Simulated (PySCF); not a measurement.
# Reading the logs of faulty runs: BCH7NSi

All numbers below are calculated, not measured. They come from PySCF 2.14.0, an open-source quantum chemistry program, on an isolated molecule that a program drew, which may never have been made. The molecule is BCH7NSi (charge 0, doublet), drawn as the SMILES string `NB[CH][SiH3]`.

Each row is a Hartree-Fock (HF) and frozen-core CCSD(T) single point in the cc-pV(D+d)Z basis, meant for a local HF minimum. Run 1 is clean. Each other run has one planted mistake out of seven kinds, and not every kind appears here: one electron removed, one electron added, multiplicity raised by two, geometry at a saddle point, minimal basis STO-3G, one bond length entered in bohr, all coordinates scaled. The reference is restricted for singlets and unrestricted otherwise, and also for a bond in bohr. Adding or removing an electron swaps singlet and doublet. Electrons count all cores. HOMO and LUMO are orbital energies over both spins, the gradient is its largest component, and the lowest frequency (negative if imaginary) is given only where the gradient is small. Bond lengths are over the 10 bonds as drawn. T1 is the CCSD diagnostic: over 0.02 (restricted) or 0.045 (unrestricted) a single reference is doubtful.

Geometry of the clean run:
```xyz
11
BCH7NSi, angstrom
N    -1.5766   -2.8901    0.4682
B    -0.9315   -1.6534    0.5170
C     0.0150   -1.1813   -0.6386
Si    0.9516    0.4281   -0.7386
H    -1.4764   -3.5343   -0.2887
H    -2.1837   -3.2120    1.1921
H    -1.1267   -0.9578    1.4803
H     0.1529   -1.8559   -1.4869
H     2.4121    0.1768   -0.8360
H     0.6941    1.2635    0.4571
H     0.5488    1.1922   -1.9467
```

| run | electrons | basis functions | <S^2> | HOMO (eV) | LUMO (eV) | gradient (hartree/bohr) | lowest frequency (cm^-1) | mean bond (Å) | longest bond (Å) | T1 | HF (hartree) | CCSD(T) (hartree) | mistake |
|---|---|---|---|---|---|---|---|---|---|---|---|---|---|
| 1 | 39 | 100 | 0.762 | -9.95 | 1.67 | 7.3e-06 | 58 | 1.3572 | 1.865 | 0.0162 | -410.03494 | -410.58062 | no fault |
| 2 | 40 | 100 | 0.000 | -1.20 | 9.41 | 5.8e-02 | - | 1.3572 | 1.865 | 0.0131 | -410.01735 | -410.60443 | one electron added |
| 3 | 39 | 100 | 0.762 | -9.96 | 1.67 | 1.8e-02 | - | 1.3912 | 1.911 | 0.0167 | -410.02886 | -410.57843 | all coordinates scaled |
| 4 | 38 | 100 | 0.000 | -17.16 | -6.79 | 5.4e-02 | - | 1.3572 | 1.865 | 0.0334 | -409.72696 | -410.26931 | ? |
| 5 | 39 | 31 | 0.767 | -8.15 | 6.38 | 3.8e-02 | - | 1.3572 | 1.865 | 0.0184 | -405.20434 | -405.42927 | ? |

**Which mistake was planted in run 4, and what did it cost?**

It counts 38 electrons, one fewer than the clean run, at the same geometry and basis. So the mistake is: one electron removed. Subtracting run 1 and multiplying by 627.51 kcal/mol a hartree, the energy moved by 193.3 kcal/mol in HF and 195.3 kcal/mol in CCSD(T).

**Which mistake was planted in run 5, and what did it cost?**

It has 31 basis functions where the clean run has 100, with the same electrons and geometry. So the mistake is: minimal basis STO-3G. Subtracting run 1 and multiplying by 627.51 kcal/mol a hartree, the energy moved by 3031.2 kcal/mol in HF and 3232.5 kcal/mol in CCSD(T).

Cautions from the logs. Run 4: T1 is over the limit, so its CCSD(T) energy is less reliable.
